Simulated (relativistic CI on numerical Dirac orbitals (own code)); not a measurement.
**Fe V: sensitivity of the levels to the model**

Base calculation: Dirac-Coulomb-Breit CI, KLI orbitals optimised for each configuration, model QED (radiative potential, 1s self-energy scaled to tabulated hydrogen-like ionisation energies), valence Slater integrals scaled by 0.85, P86 correlation energy added to each configuration.

Configuration list (outside the closed core [Ne]): 3s2 3p6 3d4, 3s2 3p6 3d3 4s, 3s2 3p6 3d3 4p, 3s2 3p5 3d5, 3s2 3p6 3d3 4d, 3s2 3p6 3d3 5s, 3s2 3p6 3d3 5p, 3s2 3p6 3d3 4f, 3s2 3p6 3d3 5d, 3s2 3p6 3d3 6s, 3s 3p6 3d5, 3s2 3p6 3d3 6p, 3s2 3p6 3d2 4s 4p, 3s2 3p6 3d3 5f, 3s2 3p6 3d3 5g, 3s2 3p6 3d3 6d, 3s2 3p5 3d4 4s, 3s2 3p6 3d2 4p 4d, 3s2 3p6 3d2 4s2, 3s2 3p6 3d 4s2 4p, 3s2 3p6 3d 4s2 4d, 3s2 3p6 3d 4s2 5s, 3s2 3p6 3d 4s2 5p, 3s2 3p6 3d2 4p2, 3s2 3p6 3d 4s 4p2, 3s2 3p6 3d 4p3, 3s2 3p6 3d 4p2 4d, 3s2 3p6 3d 4p2 5s, 3s2 3p6 3d 4p2 5p, 3s2 3p6 3d2 4s 4d, 3s2 3p6 3d 4s 4p 4d, 3s2 3p6 3d 4s 4d2, 3s2 3p6 3d 4s 4d 5s, 3s2 3p6 3d 4s 4d 5p. Double excitations out of closed p, d and f shells are left out; levels of such configurations are missing from the list, as are those of other unlisted configurations, and high levels can miss mixing partners.

Variants: (1) valence Slater integrals scaled by 0.75; (2) Slater integrals left unscaled; (3) only the first configuration; (4) one mean potential for all configurations. Shifts of the energy above 3s2 3p6 3d4 5D_0, in cm⁻¹, for the lowest level and the first level of each name with at least 55 % of one term (blank where a level changes its place among those of its configuration and J or its character, or is not in the variant):

```tsv
Level	Base	Δ(1)	Δ(2)	Δ(3)	Δ(4)	Measured
3s2 3p6 3d4 5D_0	0.0	0.0	0.0	0.0	0.0	0.0
3s2 3p6 3d4 5D_1	136.6	+1.6	-1.5	+1.7	-6.3	142.1
3s2 3p6 3d4 5D_2	398.2	+3.0	-2.7	+5.1	-18.2	417.3
3s2 3p6 3d4 5D_3	767.4	+2.2	-1.3	+10.2	-34.7	803.1
3s2 3p6 3d4 5D_4	1226.3	-2.3	+4.5	+16.5	-54.8	1282.8
3s2 3p6 3d4 3H_4	23415.2	-2750.2	+4147.8	-618.9	-183.7	24932.5
3s2 3p6 3d4 3H_5	23685.7	-2744.6	+4142.4	-625.0	-198.8	25225.9
3s2 3p6 3d4 3H_6	23968.4	-2744.6	+4143.1	-635.0	-214.1	25528.5
3s2 3p6 3d4 3P_0	24123.9	-2867.6	+4288.8	+222.9	-173.2	24055.4
3s2 3p6 3d4 3P_1	24997.1	-2861.0	+4281.7	+209.0	-209.8	24972.9
3s2 3p6 3d4 3F_2	26122.5	-2939.8	+4389.9	+249.2	-233.8	26760.7
3s2 3p6 3d4 3F_3	26166.4	-2954.1	+4405.8	+259.0	-233.1	26842.3
3s2 3p6 3d4 3F_4	26278.5	-2953.1	+4406.7	+265.4	-238.7	26974.0
3s2 3p6 3d4 3P_2	26430.1	-2871.1	+4294.0	+218.5	-267.1	26468.3
3s2 3p6 3d4 3G_3	28540.3	-3202.0	+4791.3	+360.1	-266.1	29817.1
3s2 3p6 3d4 3G_4	28850.8	-3206.9	+4795.2	+361.4	-280.5	30147.0
3s2 3p6 3d4 3G_5	29091.7	-3218.0	+4810.2	+357.8	-290.3	30430.1
3s2 3p6 3d4 1I_6	35205.3	-4054.6	+6112.0	-823.3	-286.0	37511.7
3s2 3p6 3d4 1G_4	35496.1	-3877.1	+5769.7	+973.6	-348.9	36586.3
3s2 3p6 3d4 3D_3	35672.3	-3898.7	+5758.9	+1643.2	-343.2	36630.1
3s2 3p6 3d4 3D_2	35803.5	-3900.0	+5760.3	+1629.0	-347.9	36758.5
3s2 3p6 3d4 3D_1	35960.8	-3892.9	+5752.2	+1641.8	-353.9	36925.4
```

At this charge configurations can still be misplaced by up to about 7 % of their energy. 60 of the 60 excited levels that our extract of the measured tables holds in this range could be paired (the sources list more); they are missed by 2043 cm⁻¹ on average and 4463 at most, and levels without a partner can miss by more.

Measured levels: Corliss and Sugar, J. Phys. Chem. Ref. Data 11, 135 (1982).

Ionisation energy from the two ground configurations alone: base 75.32 eV; valence Slater integrals scaled by 0.75 75.16 eV; Slater integrals left unscaled 75.54 eV. The NIST ASD value (semi-empirical) is 75 eV.
